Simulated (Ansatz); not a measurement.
Ansatz (a first-principles code) input:

Ansatz 0.2 input:
```yaml
crystal:
  periodic: [false, false, false]
  atoms:
    - {symbol: C, position_ang: [3.02403126, 0.03846696, -0.30233301]}
    - {symbol: C, position_ang: [1.57518923, -0.18478823, -0.06975516]}
    - {symbol: C, position_ang: [0.70248887, 0.81732702, 0.28052543]}
    - {symbol: C, position_ang: [-0.64989020, 0.70960751, 0.51965221]}
    - {symbol: C, position_ang: [-1.47257254, -0.52829597, 0.44153710]}
    - {symbol: C, position_ang: [-2.71623698, -0.31843261, -0.42612591]}
    - {symbol: H, position_ang: [3.62131232, -0.56632825, 0.38429786]}
    - {symbol: H, position_ang: [3.30292632, -0.26401635, -1.31421172]}
    - {symbol: H, position_ang: [3.28854971, 1.08449452, -0.16508010]}
    - {symbol: H, position_ang: [1.22609287, -1.19907960, -0.19132369]}
    - {symbol: H, position_ang: [1.12836587, 1.80996267, 0.38340349]}
    - {symbol: H, position_ang: [-1.19181704, 1.60467052, 0.79059264]}
    - {symbol: H, position_ang: [-1.80035923, -0.80511835, 1.45143531]}
    - {symbol: H, position_ang: [-0.88851977, -1.35824853, 0.04508780]}
    - {symbol: H, position_ang: [-3.31989315, 0.49852465, -0.03665393]}
    - {symbol: H, position_ang: [-2.42671727, -0.07527504, -1.44599693]}
    - {symbol: H, position_ang: [-3.32500683, -1.21972240, -0.44380225]}
basis:
  gaussian:
    orbitals: def2-TZVP
hamiltonian:
  xc: b3lyp
  dispersion: d3bj
magnetization: {spin_polarized: true, initial_magnetization: 1}
relax: {f_tol: 0.002, max_steps: 150}
```

Question: Which total energy does the run end on?

Answer: -235.32537 Eh (B3LYP-D3(BJ)/def2-TZVP). The basis has 252 functions.

It need not be the lowest isomer of its formula.
